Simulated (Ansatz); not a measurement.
Ansatz results at the PBE0-D4/def2-TZVP geometry: size of the dipole moment (ωB97M-V/def2-TZVPP) 1.39 D; HOMO–LUMO gap (B3LYP/def2-TZVPP) 5.49 eV; LUMO energy (PBE/def2-TZVPP) -2.06 eV.

Each molecule was computed in one conformer, which needn't be the lowest.

(1) Which molecule gave them?
A. `B1C=NCS1`
B. `NCBO`
C. `OC(F)CF`
D. `C=N/C([SiH3])=C\F`

## Answers

(1) D. The others give `B1C=NCS1`: 0.32, 5.30, -2.95; `NCBO`: 2.99, 7.11, -0.75; `OC(F)CF`: 2.10, 9.64, 0.03.

B3LYP here is the variant with VWN-RPA as its local correlation; programs differ in this.
